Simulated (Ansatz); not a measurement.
This geometry of AlH$_{10}$NOSi$_{2}$ (15 atoms, charge 0, multiplicity 1) is a first-order saddle point.

The calculation used RKS PBE/6-31G* in Ansatz 0.2.0.

```xyz
15
Properties=species:S:1:pos:R:3
Al 0.073 0.379 -0.465
H -0.720 0.037 1.133
O 1.613 -0.399 -0.500
Si 2.624 -1.593 -1.036
H 2.023 -2.374 -2.174
H 3.917 -0.996 -1.515
H 2.940 -2.558 0.072
H -1.008 0.249 -1.628
N 0.173 2.081 0.458
H 1.082 2.227 0.916
Si -0.697 3.571 0.053
H -2.093 3.173 -0.309
H -0.725 4.502 1.229
H -0.082 4.297 -1.110
H -0.459 1.037 1.151
```

Q: Which two structures does it join? (They come from a converged band through this point; their orientation in space is the band's.)

A: Bonds broken: Al1–H2, N9–H15. Bonds formed: H2–H15. AlH10NOSi2 becomes AlH8NOSi2 + H2.

Initial state:

```xyz
15
Properties=species:S:1:pos:R:3
Al -0.258 0.130 -0.238
H -1.164 -0.656 0.842
O 1.430 -0.365 -0.354
Si 2.560 -1.348 -1.039
H 1.959 -2.427 -1.904
H 3.512 -0.560 -1.902
H 3.389 -2.029 0.018
H -0.938 0.693 -1.593
N 0.140 1.911 0.757
H 1.171 1.937 0.749
Si -0.608 3.361 -0.054
H -2.073 3.098 -0.141
H -0.355 4.583 0.779
H 0.047 3.492 -1.385
H -0.149 1.812 1.739
```

Final state:

```xyz
15
Properties=species:S:1:pos:R:3
Al 0.360 0.722 -0.976
H -0.793 0.080 2.634
O 1.738 -0.297 -0.841
Si 2.610 -1.674 -1.136
H 1.835 -2.661 -1.966
H 3.875 -1.337 -1.873
H 2.979 -2.338 0.160
H -0.916 0.311 -1.827
N 0.433 2.294 -0.100
H 1.289 2.484 0.432
Si -0.762 3.574 -0.092
H -1.917 3.094 -0.918
H -1.258 3.895 1.292
H -0.245 4.858 -0.683
H -0.569 0.626 2.169
```

Q: How far does it lie above each of them?

A: 1.12 eV above the first and 0.83 eV above the second. This is the barrier of this one path; another mechanism may lie lower. The orbitals stay closed-shell, which can raise the energy where a bond breaks towards radicals; this wasn't checked here.

Run time: 11 min on 2 threads of Arm Neoverse V1, on a shared host, peak memory 0.17 GiB.
